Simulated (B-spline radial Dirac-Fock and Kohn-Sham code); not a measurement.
**Form factor and incoherent scattering function of Tc**

System: the Tc atom, [Kr] 4d5 5s2.

Input of the calculation (task.json; shells as n, l, electrons):

```json
{"items": [{
  "Z": 43,
  "q": 0,
  "cfg": [[1, 0, 2], [2, 0, 2], [2, 1, 6], [3, 0, 2], [3, 1, 6], [3, 2, 10], [4, 0, 2], [4, 1, 6], [4, 2, 5], [5, 0, 2]],
  "A": 97,
  "rrms": 4.4112,
  "do": ["scatter"],
  "s": [0.0, 0.05, 0.1, 0.15, 0.2, 0.25, 0.3, 0.35, 0.4, 0.45, 0.5, 0.6, 0.7, 0.8, 0.9, 1.0, 1.1, 1.2, 1.4, 1.6, 1.8, 2.0, 2.5, 3.0, 3.5, 4.0, 5.0, 6.0],
  "pz": [0, 0.1, 0.2, 0.3, 0.4, 0.5, 0.6, 0.8, 1.0, 1.2, 1.4, 1.6, 1.8, 2.0, 2.5, 3.0, 4.0, 5.0, 7.0, 10.0, 15.0, 20.0, 30.0, 40.0, 60.0, 100.0],
  "hv_scatter": [1000, 2000, 5000, 8047.8, 10000, 17479.3, 20000, 30000, 50000, 100000, 200000, 500000, 1000000]
}]}
```

Run with: `python xray_run.py task.json out`

Level of theory: configuration-average Dirac-Fock orbitals; a radial finite-basis atomic code. f₀ is the Fourier transform of the spherical electron density, S the Waller-Hartree incoherent function, and s = sin θ/λ.

```
s (Å⁻¹)      f₀       S  tabulated f₀  tabulated S
      0  43.000   0.000        43.000        0.000
   0.05  41.945   1.479        41.946        1.502
    0.1  39.478   4.014        39.479        3.987
   0.15  36.652   6.176        36.659        6.067
    0.2  33.929   8.147        33.935        7.984
   0.25  31.404   9.999        31.408        9.806
    0.3  29.104  11.704        29.107       11.512
   0.35  27.046  13.286        27.046       13.123
    0.4  25.235  14.778        25.227       14.653
   0.45  23.660  16.188        23.645       16.103
    0.5  22.290  17.505        22.277       17.456
    0.6  20.022  19.814        20.027       19.816
    0.7  18.152  21.707        18.163       21.748
    0.8  16.487  23.298        16.479       23.370
    0.9  14.934  24.700        14.901       24.797
      1  13.476  25.976        13.430       26.093
    1.1  12.126  27.154        12.086       27.285
    1.2  10.910  28.245        10.886       28.384
    1.4   8.928  30.180         8.940       30.322
    1.6   7.529  31.815         7.551       31.947
    1.8   6.589  33.186         6.596       33.303
      2   5.951  34.334         5.933       34.447
    2.5   4.937  36.500         4.870       36.610
      3   4.119  38.017         4.068       38.134
    3.5   3.356  39.114         3.356       39.226
      4   2.707  39.904         2.743       40.003
      5   1.846  40.888         1.863       40.958
      6   1.419  41.451         1.390       41.508
```

Tabulated f₀: the analytical fit of Waasmaier and Kirfel, Acta Cryst. A51, 416 (1995); tabulated S: Hubbell et al., J. Phys. Chem. Ref. Data 4, 471 (1975). These are calculations too.

f₀ starts at the number of electrons, 43, and has fallen to half at s ≈ 0.53 Å⁻¹. The sum of ⟨r²⟩ over the electrons is 61.52 bohr². It fixes the forward electron scattering factor, f_e(0) = (a₀/3)Σ⟨r²⟩ = 10.852 Å.
